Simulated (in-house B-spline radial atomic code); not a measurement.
Results of a calculation; reference values are marked as such.
**Correlation energy from the adiabatic connection: ω²r²/2 − Z/r, ω = 0.148, Z = 0.3**

Two electrons in a singlet, external potential ω²r²/2 − Z/r, ω = 0.148, Z = 0.3 (atomic units). Full CI in B-splines (partial waves to l = 8, correlation up to 0.6 % small) with the density held fixed gives W(λ) = <V_ee>_λ − U, and E_c is the integral of W(λ) − W(0) from 0 to 1.

```csv
λ,W(λ) − W(0) (hartree)
0,0.00000
0.02,-0.00189
0.05,-0.00461
0.12,-0.01049
0.25,-0.01995
0.4,-0.02896
0.6,-0.03859
0.8,-0.04624
1,-0.05247
```

Task: Integrate the table by the trapezoid rule.

Result: The strips give -0.00002, -0.00010, -0.00053, -0.00198, -0.00367, -0.00675, -0.00848, -0.00987, which sum to -0.03140 hartree. The direct value, W(1) − W(0) + T_c with T_c = 0.02094, is -0.03153; the curve is convex, so chords lie above it and the trapezoids fall short in size by 0.42 %.

Task: Now use only three numbers: W(0) = -0.30418, the initial slope W'(0) = -0.09567 (extrapolated from the first points) and the strong-coupling limit of the point-charge-plus-continuum model, W∞ = -0.41746. What do second-order theory and the interpolation W(λ) = W∞ + (W(0) − W∞)/√(1 + 2χλ) of Seidl, Perdew and Levy give?

Result: Second order keeps the slope alone: E_c = W'(0)/2 = -0.04784, +52 % in size against -0.03153. Matching the slope fixes χ = W'(0)/(W∞ − W(0)) = -0.09567/(-0.11328) = 0.84454. Integrating, with s = √(1 + 2χ) = 1.639844, E_c = −(W(0) − W∞)(s − 1)/(s + 1) = −0.11328 × 0.639844/2.639844 = -0.02746 hartree, -12.9 % in size against the full result. At λ = 1 the formula gives W − W(0) = -0.04420 against -0.05247. Part of the miss can come from the model's W∞.
